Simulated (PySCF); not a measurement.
# Effect of structural changes

Computed with TDDFT LC-wPBE/def2-SVPD circular dichroism and optical rotation, one conformer, gas phase in PySCF. Geometry: GFN2-xTB.

Each molecule in one low-energy conformer. The parent is CC[Si@@H]1[SiH2][SiH2][C@@H]1F.

The molecule is flexible and this is one conformer; a measurement averages over conformers.

Question: How does the specific rotation at 589.3 nm (origin-invariant length gauge) change along this series?
- CC[Si@@H]1[SiH2][SiH2][C@@H]1F (base)
- CC[Si@@H]1[SiH2][SiH2][C@H]1F (diastereomer)

Answer: 
| molecule | [α]589 (deg dm⁻¹ (g/mL)⁻¹) | S1 (eV) | R(S1), velocity form (10⁻⁴⁰ esu² cm²) |
| --- | --- | --- | --- |
| CC[Si@@H]1[SiH2][SiH2][C@@H]1F | -119.8 | 5.32 | +0.7 |
| CC[Si@@H]1[SiH2][SiH2][C@H]1F | -83.5 | 5.40 | -0.5 |

The specific rotation at 589.3 nm (origin-invariant length gauge) is lowest for CC[Si@@H]1[SiH2][SiH2][C@@H]1F and highest for CC[Si@@H]1[SiH2][SiH2][C@H]1F.
